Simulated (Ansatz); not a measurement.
F₆Ti, charge -2, singlet, geometry from GFN2-xTB (such geometries of metal compounds can be far from the true shape) (a gas-phase anion, which may not be bound at this level); R2SCAN/STO-3G (Ansatz, a program for electronic structure).

The Ansatz input:
Ansatz 0.2 input:
```yaml
crystal:
  periodic: [false, false, false]
  atoms:
    - {symbol: Ti, position_ang: [-0.00000000, 0.00000000, 0.00000000]}
    - {symbol: F, position_ang: [1.10350812, -0.45756914, -1.41918531]}
    - {symbol: F, position_ang: [-1.10350812, 0.45756914, 1.41918531]}
    - {symbol: F, position_ang: [-1.17988332, 0.81162927, -1.17911828]}
    - {symbol: F, position_ang: [-0.91177399, -1.60408075, -0.19178056]}
    - {symbol: F, position_ang: [0.91177399, 1.60408075, 0.19178056]}
    - {symbol: F, position_ang: [1.17988332, -0.81162927, 1.17911828]}
basis:
  gaussian:
    orbitals: STO-3G
hamiltonian:
  xc: r2scan
total_charge: -2
```

**Question.** Write the output that Ansatz gives for this input, abridged.

**Answer.** 
```
Functional definition: r2SCAN
679 factors; integrals over basis functions are off by at most 9.5e-5 eV
mean field evaluation 1: about -38940.8261 eV, gradient 6.9e0 eV
mean field evaluation 2: about -38940.5577 eV, gradient 1.2e1 eV
mean field evaluation 4: about -38940.9803 eV, gradient 2.7e-1 eV
mean field evaluation 8: about -38940.7972 eV, gradient 1.1e-3 eV
mean field -38940.79719402 eV, -1431.0479018597 hartree, gradient 7.7e-6 eV, S^2 0.000000; 0 other end points of the search recorded, 0 dependent functions left out
reference -38940.79719902 eV, -1431.0479020437 hartree; 39, 39 occupied and 9, 9 virtual orbitals, 679 factors
Total energy: -38940.79719902 eV, -1431.0479020437 hartree
```
